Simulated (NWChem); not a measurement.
System: C$_{4}$H$_{7}$Cl; SMILES C=CCCCl

Excerpt of the output:

```
             Northwest Computational Chemistry Package (NWChem) 7.3.0
             --------------------------------------------------------

                             Geometry "geometry" -> ""
                             -------------------------

 Output coordinates in angstroms (scale by  1.889725989 to convert to a.u.)

  No.       Tag          Charge          X              Y              Z
 ---- ---------------- ---------- -------------- -------------- --------------
    1 C                    6.0000     0.25344600     2.89986400     0.35772400
    2 C                    6.0000    -0.27979500     1.87441800    -0.30760000
    3 C                    6.0000     0.32622400     0.50874800    -0.41488100
    4 C                    6.0000    -0.56066700    -0.54895000     0.22197000
    5 Cl                  17.0000     0.12407900    -2.18924300     0.02131400
    6 H                    1.0000    -0.24066800     3.87431400     0.39721800
    7 H                    1.0000     1.21045800     2.80547800     0.88181800
    8 H                    1.0000    -1.24131300     2.01769700    -0.81831700
    9 H                    1.0000     0.47365400     0.24280900    -1.47608200
   10 H                    1.0000     1.31875800     0.48787000     0.06192500
   11 H                    1.0000    -1.56195200    -0.56231200    -0.23233600
   12 H                    1.0000    -0.67502600    -0.37467300     1.30087500

 Effective nuclear repulsion energy (a.u.)     202.5551957987

                              NWChem Property Module
                              ----------------------

  itol2e modified to match energy
  convergence criterion.

                                 NWChem DFT Module
                                 -----------------

 Summary of "ao basis" -> "ao basis" (spherical)
 ------------------------------------------------------------------------------
       Tag                 Description            Shells   Functions and Types
 ---------------- ------------------------------  ------  ---------------------
 C                          6-311g**                 8       18   4s3p1d
 Cl                         6-311g**                12       26   6s5p1d
 H                          6-311g**                 4        6   3s1p

  itol2e modified to match energy
  convergence criterion.

            General Information
            -------------------
          SCF calculation type: DFT
          Wavefunction type:  closed shell.
          No. of atoms     :    12
          No. of electrons :    48
           Alpha electrons :    24
            Beta electrons :    24
          Charge           :     0
          Spin multiplicity:     1
          Use of symmetry is: off; symmetry adaption is: off
          Maximum number of iterations: 150
          AO basis - number of functions:   140
                     number of shells:    72
          Convergence on energy requested:  1.00D-07
          Convergence on density requested:  1.00D-05
          Convergence on gradient requested:  5.00D-04

              XC Information
              --------------
                         B3LYP Method XC Potential
                     Hartree-Fock (Exact) Exchange  0.200
                        Slater Exchange Functional  0.800 local
                    Becke 1988 Exchange Functional  0.720 non-local
              Lee-Yang-Parr Correlation Functional  0.810
                  VWN I RPA Correlation Functional  0.190 local

[...]

          -----------------------------------------
          Chemical Shielding Tensors (GIAO, in ppm)
          -----------------------------------------

                                NWChem CPHF Module
                                ------------------

  scftype          =     RHF
  nclosed          =       24
  nopen            =        0
  variables        =     2784
  # of vectors     =        3
  tolerance        = 0.10D-03
  level shift      = 0.00D+00
  max iterations   =       50
  max subspace     =       30

 SCF residual:    2.1052156914713949E-004

Iterative solution of linear equations
  No. of variables     2784
  No. of equations        3
  Maximum subspace       30
        Iterations       50
       Convergence  1.0D-04

   iter   nsub   residual    time
   ----  ------  --------  ---------
     1      3    3.93D-01     229.1
     2      6    2.63D-02     249.0
     3      9    1.31D-03     270.1
     4     12    3.42D-05     291.1

      Atom:    1  C
        Diamagnetic
    252.8225      1.3453      8.2940
      1.3453    262.9276      8.2715
      8.2940      8.2715    246.8524

        Paramagnetic
   -234.8037     68.9432    -63.3176
     68.9432   -221.6406     -4.9933
    -63.3176     -4.9933   -127.0237

        Total Shielding Tensor
     18.0187     70.2885    -55.0237
     70.2885     41.2870      3.2783
    -55.0237      3.2783    119.8287

           isotropic =      59.7115
          anisotropy =     137.7140

          Principal Components and Axis System
                 1           2           3
              151.5208     80.9113    -53.2978

      1        -0.4907      0.4048      0.7716
      2        -0.2885      0.7601     -0.5823
      3         0.8222      0.5083      0.2562

      Atom:    2  C
        Diamagnetic
    250.9712     -3.5632      6.3966
     -3.5632    268.7784      7.0233
      6.3966      7.0233    243.9398

        Paramagnetic
   -263.1223     70.0962    -79.7799
     70.0962   -240.2950    -10.6696
    -79.7799    -10.6696   -137.3661

        Total Shielding Tensor
    -12.1511     66.5330    -73.3833
     66.5330     28.4834     -3.6463
    -73.3833     -3.6463    106.5737

           isotropic =      40.9687
          anisotropy =     165.4507

          Principal Components and Axis System
                 1           2           3
              151.2691    -80.0695     51.7063

      1        -0.4875      0.8150      0.3133
      2        -0.2886     -0.4891      0.8231
      3         0.8240      0.3109      0.4737

      Atom:    3  C
        Diamagnetic
    241.4908      0.3954     -3.2351
      0.3954    258.1934     -3.0412
     -3.2351     -3.0412    237.5516

        Paramagnetic
   -110.0101     -8.0775     -4.3210
     -8.0775    -94.0204     -1.3775
     -4.3210     -1.3775   -118.5456

        Total Shielding Tensor
    131.4807     -7.6821     -7.5561
     -7.6821    164.1730     -4.4187
     -7.5561     -4.4187    119.0059

           isotropic =     138.2199
          anisotropy =      41.7388

          Principal Components and Axis System
                 1           2           3
              166.0457    134.2571    114.3568

      1        -0.2043      0.8672      0.4541
      2         0.9771      0.1527      0.1480
      3        -0.0590     -0.4739      0.8786

      Atom:    4  C
        Diamagnetic
    242.6093     -0.0582     -2.5946
     -0.0582    260.4299     -2.5675
     -2.5946     -2.5675    239.3708

        Paramagnetic
   -117.3912    -10.2468     -8.9592
    -10.2468    -96.9134      3.0091
     -8.9592      3.0091   -128.0217

        Total Shielding Tensor
    125.2181    -10.3050    -11.5538
    -10.3050    163.5165      0.4416
    -11.5538      0.4416    111.3491

           isotropic =     133.3612
          anisotropy =      49.4321

          Principal Components and Axis System
                 1           2           3
              166.3160    129.3523    104.4154

      1        -0.2592      0.8170      0.5151
      2         0.9638      0.2531      0.0834
      3         0.0622     -0.5181      0.8530

      Atom:    5  Cl
        Diamagnetic
   1142.6569     -3.6866     -0.3710
     -3.6866   1153.6242      0.6934
     -0.3710      0.6934   1141.3555

        Paramagnetic
   -378.8878    -91.1620    -53.1412
    -91.1620   -100.4857     11.1693
    -53.1412     11.1693   -441.3950

        Total Shielding Tensor
    763.7690    -94.8486    -53.5122
    -94.8486   1053.1386     11.8627
    -53.5122     11.8627    699.9605

           isotropic =     838.9560
          anisotropy =     366.5836

          Principal Components and Axis System
                 1           2           3
             1083.3451    768.0406    665.4825

      1        -0.2947      0.7775      0.5555
      2         0.9530      0.2821      0.1107
      3         0.0706     -0.5620      0.8241

      Atom:    6  H
        Diamagnetic
     27.2065     -5.3754      0.4298
     -5.3754     40.1801      2.2312
      0.4298      2.2312     24.3896

        Paramagnetic
     -2.5524      7.1439     -0.4605
      7.1439    -11.4071     -0.4537
     -0.4605     -0.4537      1.8272

        Total Shielding Tensor
     24.6541      1.7684     -0.0307
      1.7684     28.7730      1.7775
     -0.0307      1.7775     26.2168

           isotropic =      26.5480
          anisotropy =       5.3875

          Principal Components and Axis System
                 1           2           3
               30.1396     25.7198     23.7844

      1         0.2800     -0.4382      0.8542
      2         0.8753     -0.2490     -0.4146
      3         0.3944      0.8637      0.3138

      Atom:    7  H
        Diamagnetic
     35.7330      0.8149      7.5855
      0.8149     27.9555      1.7268
      7.5855      1.7268     27.6513

        Paramagnetic
    -11.1549      1.8256     -7.6197
      1.8256      0.1332      0.1503
     -7.6197      0.1503     -1.2095

[...]
```

Level: B3LYP/6-311G** (spherical d), GIAO. Structure relaxed at the PBE0/def2-SVP level. Not confirmed as a minimum by frequencies. B3LYP is NWChem's, with the RPA form of VWN correlation. The printed shielding anisotropy is the first printed principal value minus the mean of the other two.

Q: Write an input that gives this output.

A: This is not unique; one that fits is the input that was run:
```
start job
memory heap 200 mb stack 900 mb global 1100 mb
geometry units angstroms noautosym nocenter noautoz
  C      0.253446     2.899864     0.357724
  C     -0.279795     1.874418    -0.307600
  C      0.326224     0.508748    -0.414881
  C     -0.560667    -0.548950     0.221970
  Cl     0.124079    -2.189243     0.021314
  H     -0.240668     3.874314     0.397218
  H      1.210458     2.805478     0.881818
  H     -1.241313     2.017697    -0.818317
  H      0.473654     0.242809    -1.476082
  H      1.318758     0.487870     0.061925
  H     -1.561952    -0.562312    -0.232336
  H     -0.675026    -0.374673     1.300875
end
basis spherical
  C library 6-311g**
  Cl library 6-311g**
  H library 6-311g**
end
dft
  xc b3lyp
  iterations 150
end
property
  shielding
end
task dft property
```
